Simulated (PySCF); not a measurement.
1,3-oxasiletane-2,4-dione (C2H2O3Si), SMILES C1(=O)[SiH2]C(=O)O1.

The structure is a stationary point at TPSSh-D3(BJ)/def2-SVP.

Computed with TDA-M06-2X/def2-SVPD in PySCF.

Vertical excitations. Isolated molecule, no solvent. State labels are in the subgroup C2v.

Problem. Give excitation energies, oscillator strengths and character. (Estimate from the structure and the level; the computed values follow.)

Solution. 
```tsv
state	symmetry	energy (eV)	λ (nm)	f	main pairs
S1	A2	4.43	280	0.000	HOMO→LUMO 77 %, HOMO−1→LUMO+2 17 %
S2	B2	4.64	267	0.010	HOMO→LUMO+2 68 %, HOMO−1→LUMO 24 %
S3	B2	6.15	201	0.007	HOMO−1→LUMO 72 %, HOMO→LUMO+2 23 %
S4	A1	6.46	192	0.085	HOMO→LUMO+1 94 %
S5	A2	6.48	191	0.000	HOMO−1→LUMO+2 78 %, HOMO→LUMO 20 %
S6	B1	6.70	185	0.021	HOMO−1→LUMO+1 92 %
S7	B1	7.35	169	0.000	HOMO→LUMO+3 89 %
S8	A1	7.68	162	0.001	HOMO−2→LUMO 84 %
S9	B1	7.81	159	0.047	HOMO−2→LUMO+2 47 %, HOMO→LUMO+4 39 %
S10	A2	8.11	153	0.000	HOMO−2→LUMO+1 93 %
T1	A2	3.95	314	0	HOMO→LUMO 73 %, HOMO−1→LUMO+2 21 %
T2	B2	3.98	311	0	HOMO→LUMO+2 63 %, HOMO−1→LUMO 32 %
T3	A1	5.60	221	0	HOMO→LUMO+1 61 %, HOMO−2→LUMO 27 %
T4	A1	5.68	218	0	HOMO−2→LUMO 53 %, HOMO→LUMO+1 32 %, HOMO−5→LUMO+2 9 %
```
Triplets are in the Tamm–Dancoff approximation.
